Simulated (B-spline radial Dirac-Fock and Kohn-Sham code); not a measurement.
**Subshell cross sections of Sr²⁺, photon energy 994 eV**

System: strontium as Sr²⁺, configuration 1s2 2s2 2p6 3s2 3p6 3d10 4s2 4p6.

Level of theory: independent-particle photoionisation in a Dirac-Hartree-Slater potential with a Latter tail, all multipoles, thresholds from Dirac-Fock ΔSCF; a radial B-spline solver. The asymmetry parameter β is from the dipole term alone. Kinetic energies are from the vacuum level.

The last column is dσ/dΩ = σ/(4π) · [1 + β P₂(cos θ)] at θ = 90° from the polarisation vector of linearly polarised light.

```tsv
subshell	electrons	binding (eV)	kinetic (eV)	σ (kb)	β	dσ/dΩ (kb/sr)
3s	2	384.9	609.1	51.8	2.00	≈ 0
3p1/2	2	306.5	687.5	67.8	1.60	1.07
3p3/2	4	295.9	698.1	135	1.62	2.05
3d3/2	4	158.2	835.8	96.2	1.23	2.96
3d5/2	6	156.4	837.6	140	1.22	4.39
4s	2	65.22	928.8	8.12	2.00	≈ 0
4p1/2	2	43.02	951.0	8.00	1.67	0.106
4p3/2	4	41.81	952.2	15.7	1.68	0.199
```

Branching ratios of the spin-orbit partners (statistical value in brackets): 3p 1.99 (2.00), 3d 1.46 (1.50), 4p 1.96 (2.00).

Run: 4.9 s of CPU time on 1 thread of Neoverse-V1 (shared host), peak memory 0.35 GiB.

Values without a named source are computed, but for edge energies of neutral atoms, which are taken from tables.
